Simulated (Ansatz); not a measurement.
`CB1CS1` + NH₃ → `NB1CS1` + CH₄ at 500 K and 1 bar (ligand exchange at a B–C bond).

Calculated with Ansatz (gas phase, PBE0-D4/def2-TZVP geometries, no zero-point term in ΔE). CBS: MP2 limit from def2 TZ/QZ plus the TZ coupled-cluster correction, frozen cores. This one scheme is used for every species. One conformer a species, not always the lowest.

```csv
species,CCSD(T)/CBS energy (Eh),H − E (kJ/mol),S (J/(mol·K))
`CB1CS1`,-501.69308,214.4,354.0
NH₃,-56.50880,108.2,211.8
`NB1CS1`,-517.77714,188.1,335.0
CH₄,-40.46206,135.6,206.8
```

H − E and S are ideal-gas, rigid-rotor, harmonic terms from PBE0-D4/def2-TZVP, for one conformer and one mirror image of each species. 1 Eh = 2625.50 kJ/mol, R = 8.31446 J/(mol·K).

**Question.** By hand: ΔE, ΔH, ΔS and ΔG.

**Answer.** ΔE = (-517.77714) + (-40.46206) − (-501.69308) − (-56.50880) = -0.03732 Eh = -98.0 kJ/mol. Δ(H − E) = 188.1 + 135.6 − 214.4 − 108.2 = 1.1, so ΔH = -96.9 kJ/mol. ΔS = 335.0 + 206.8 − 354.0 − 211.8 = -24.0 J/(mol·K). ΔG = -96.9 − 500 × (-24.0)/1000 = -84.9 kJ/mol.

**Question.** By hand: the equilibrium constant, and the temperature at which ΔG would vanish if ΔH and ΔS stayed fixed.

**Answer.** log₁₀ K = −ΔG/(RT ln 10) = 8.9. ΔG = 0 at ΔH/ΔS = 4038 K, far beyond where these terms or the molecules hold.

ΔH outweighs TΔS. A doubt of 5 kJ/mol in ΔE shifts log₁₀ K by 0.5 here. Other conformers and mirror images would add mixing entropy, several J/(mol·K) or more a flexible species. These are equilibria of isolated gas molecules and say nothing of rates. Largest T1 diagnostic: 0.014 (customary marks: 0.02 for closed shells, 0.045 for open ones).
